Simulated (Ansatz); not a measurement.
Basis-set extrapolation for C6H12S, SMILES `SC1CCCCC1` (PBE0-D4/def2-TZVP geometry, frozen core, Ansatz 0.2.0). Multiplicity 1, RHF reference.

|  | def2-TZVPP | def2-QZVPP |
| --- | --- | --- |
| HF | -631.817773 | -631.839665 |
| MP2 correlation | -1.217480 | -1.297144 |
| CCSD(T) correlation | -1.344483 | not run |

Energies in hartree. Use E(X) = E(∞) + A·exp(−7.88·√X) for Hartree–Fock and E(X) = E(∞) + B·X^(−2.97) for correlation, with X = 3 and 4, and add CCSD(T) minus MP2 of the smaller set to the MP2 limit.

Question: What is the CCSD(T) energy at the basis-set limit?

Answer: HF limit: -631.839665 + (-0.021892) × 0.13774 = -631.84268. MP2 limit: -1.297144 + (-0.079664) × 0.74074 = -1.35615. Higher-order term: -1.344483 − (-1.217480) = -0.12700. Total: -633.32583 hartree, 429.5 kJ/mol below CCSD(T)/def2-TZVPP.
